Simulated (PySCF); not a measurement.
C2H2F2, SMILES F/C=C/F. Geometry optimised at PBE-D3(BJ)/def2-SVP.

These are PySCF with PBE-D3(BJ)/def2-SVP values and carry that method's errors.

Harmonic wavenumbers (cm⁻¹): 305, 331, 545, 776, 872, 1152, 1181, 1247, 1254, 1720, 3129, 3137. Rotational constants (GHz): 57.04, 3.958, 3.701; symmetry number 2.

Question: Work out the zero-point energy and the ideal-gas rigid-rotor harmonic-oscillator thermochemistry at 298.15 K and 1 atm.

Answer: ZPE = ½ Σ hcν = ½ × 15651 cm⁻¹ = 22.37 kcal/mol. H − E(el) = 25.50 kcal/mol. Entropy in cal/(mol K): translation 38.39, rotation 22.09, vibration 3.75, total 64.23. G − E(el) = 6.35 kcal/mol. Cp = 14.44 cal/(mol K).
